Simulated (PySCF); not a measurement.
## Radial density of Zn³⁺ (zinc, charge +3)

UHF, [Ar] 3d9, 2D determinant. Computed with PySCF 2.14 in def2-TZVP, with no relativity, point nucleus.

| r (bohr) | 4πr²ρ (e/bohr) | 4πr²(ρα − ρβ) |
| --- | --- | --- |
| 0.000711 | 0.1121 | 0.0000 |
| 0.00120 | 0.3088 | 0.0000 |
| 0.00201 | 0.8301 | 0.0000 |
| 0.00338 | 2.166 | 0.0000 |
| 0.00569 | 5.332 | 0.0001 |
| 0.00957 | 11.97 | 0.0001 |
| 0.0161 | 22.95 | 0.0003 |
| 0.0271 | 34.09 | 0.0006 |
| 0.0455 | 34.86 | 0.0017 |
| 0.0766 | 28.98 | 0.0088 |
| 0.129 | 38.66 | 0.0561 |
| 0.217 | 35.26 | 0.2939 |
| 0.365 | 19.18 | 0.9395 |
| 0.613 | 24.34 | 1.2680 |
| 1.03 | 9.881 | 0.5827 |
| 1.74 | 1.057 | 0.0720 |
| 2.92 | 0.03319 | 0.0014 |
| 4.91 | 5.988e-05 | 0.0000 |
